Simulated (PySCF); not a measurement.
C7H8Te.
Geometry (PBE0-D3(BJ)/def2-SVP, Å), atoms numbered from 1 in this order:
```xyz
16
C7H8Te angstrom
C      3.1387    0.3841   -0.2758
Te     1.9990   -1.3213   -0.9072
C      0.1052   -0.5921   -0.2912
C     -1.0270   -1.3398   -0.6393
C     -2.2944   -0.9139   -0.2512
C     -2.4495    0.2622    0.4828
C     -1.3240    1.0074    0.8268
C     -0.0500    0.5854    0.4459
H      2.7732    1.2879   -0.7793
H      4.1775    0.1919   -0.5763
H      3.0913    0.4950    0.8149
H     -0.9257   -2.2602   -1.2216
H     -3.1697   -1.5064   -0.5294
H     -3.4449    0.5962    0.7840
H     -1.4324    1.9308    1.4016
H      0.8159    1.1850    0.7330
```

Computed with PBE0-D3(BJ)/def2-SVP geometry optimisation, gas phase, def2 core potentials past Kr in PySCF.

(1) Which atoms are bound to Te2, and at what distances?

(2) What is the shape at Te2?

(3) What are the other bond lengths?

(4) Give some angles away from the centre.

(5) What are the rotational constants (commonest isotopes, rigid rotor)?

Answers

(1) 2 atoms: C3 2.121 Å, C1 2.146 Å. The nearest atom not counted as bound is H10, at 2.67 Å.

(2) Bent: angle 96.6°. The Te–C distances aren't all alike: 2.121 to 2.146 Å.

(3) C3–C4, C3–C8 1.399 Å; C4–C5, C7–C8 1.394 Å; C5–C6, C6–C7 1.394 Å; C1–H9, C1–H10, C1–H11 1.098 Å; C4–H12, C8–H16 1.093 Å; C5–H13, C7–H15 1.093 Å; C6–H14 1.092 Å.

(4) Te2–C3–C4 117.8°, Te2–C3–C8 122.8°, C4–C3–C8 119.4°, C3–C4–C5 120.2°, C4–C5–C6 120.4°, C5–C6–C7 119.4°, C6–C7–C8 120.6°.

(5) A = 3283, B = 683.9, C = 568.8 MHz: a near-prolate asymmetric top.

Point group: near Cs, missed by 0.33 Å at most; the miss may be what the optimiser left on a soft mode. Charge 0, singlet. No frequency check.

One conformer stands for the species.
